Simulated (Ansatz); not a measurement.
C2H6OSi, SMILES `C1C[SiH2]O1`, relaxed with RKS PBE-D4/def2-SVP in Ansatz 0.2.0 from a rough embedded geometry. The force threshold is 0.03 eV/Å; the program also tests the step.

Total charge 0; spin multiplicity 1.

Start:

```xyz
10

C     0.586   -0.821   -0.364
C    -0.560   -0.499    0.531
Si   -0.168    1.203   -0.014
O     1.239    0.530   -0.464
H     1.328   -1.598    0.034
H     0.338   -1.230   -1.408
H    -0.370   -0.676    1.594
H    -1.504   -0.868    0.243
H    -0.958    1.739   -1.218
H     0.068    2.219    1.067
```

```
        step  energy (eV)  largest force (eV/Å)  largest move (Å)
           1  -12081.1956                 2.385             0.000
           2  -12081.5556                 1.381             0.128
           3  -12081.6481                 0.329             0.079
           4  -12081.6618                 0.145             0.047
           5  -12081.6745                 0.133             0.129
6 (rejected)  -12081.6318                 0.764             0.085
           7  -12081.6773                 0.078             0.041
           8  -12081.6780                 0.026             0.027
```

End:

```xyz
10

C     0.660   -0.861   -0.361
C    -0.609   -0.515    0.471
Si   -0.163    1.263   -0.019
O     1.126    0.449   -0.796
H     1.453   -1.366    0.233
H     0.439   -1.497   -1.248
H    -0.532   -0.763    1.546
H    -1.554   -0.930    0.071
H    -1.087    1.996   -0.957
H     0.268    2.223    1.059
```

Hardware: 2 threads of an Arm Neoverse V2 on a shared host. Wall time 12 s, peak host memory 0.12 GiB.
